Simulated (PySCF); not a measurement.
# Sb⁺ (antimony, charge +1) across methods

[Kr] 4d10 5s1 5p2 5d1, one real determinant (an excited configuration). All numbers are calculated (PySCF 2.14, a scalar-relativistic core potential, in aug-cc-pVDZ-PP with ECP28MDF).

```json
{"method": "PBE", "E (hartree)": "-239.2751", "mean ε 5s α (eV)": "-24.572", "mean ε 5p α (eV)": "-15.233", "mean ε 5d α (eV)": "-5.597", "Σ⟨r²⟩ (bohr²)": "56.01", "⟨S²⟩": "6.001"}
{"method": "PBE0", "E (hartree)": "-239.2952", "mean ε 5s α (eV)": "-26.226", "mean ε 5p α (eV)": "-16.445", "mean ε 5d α (eV)": "-6.058", "Σ⟨r²⟩ (bohr²)": "55.87", "⟨S²⟩": "6.001"}
{"method": "r2SCAN0", "E (hartree)": "-239.3537", "mean ε 5s α (eV)": "-26.756", "mean ε 5p α (eV)": "-16.784", "mean ε 5d α (eV)": "-5.981", "Σ⟨r²⟩ (bohr²)": "56.03", "⟨S²⟩": "6.002"}
{"method": "LDA", "E (hartree)": "-238.8833", "mean ε 5s α (eV)": "-24.806", "mean ε 5p α (eV)": "-15.318", "mean ε 5d α (eV)": "-5.553", "Σ⟨r²⟩ (bohr²)": "55.60", "⟨S²⟩": "6.001"}
{"method": "UHF", "E (hartree)": "-238.41963", "mean ε 5s α (eV)": "-30.469", "mean ε 5p α (eV)": "-19.502", "mean ε 5d α (eV)": "-7.069", "Σ⟨r²⟩ (bohr²)": "56.44", "⟨S²⟩": "6.002"}
```

Question: Estimate the same row for BLYP.

Answer: E (hartree) = -239.2253; mean ε 5s α (eV) = -24.293; mean ε 5p α (eV) = -14.897; mean ε 5d α (eV) = -5.352; Σ⟨r²⟩ (bohr²) = 55.95; ⟨S²⟩ = 6.000.

⟨L²⟩ = 7.59 against 12 for a pure F term, so this real determinant mixes terms. Energies and moments cover only the electrons outside the core potential. The outer electron is Rydberg-like, and this basis confines it to a smaller radius and binds it less than a complete one would.
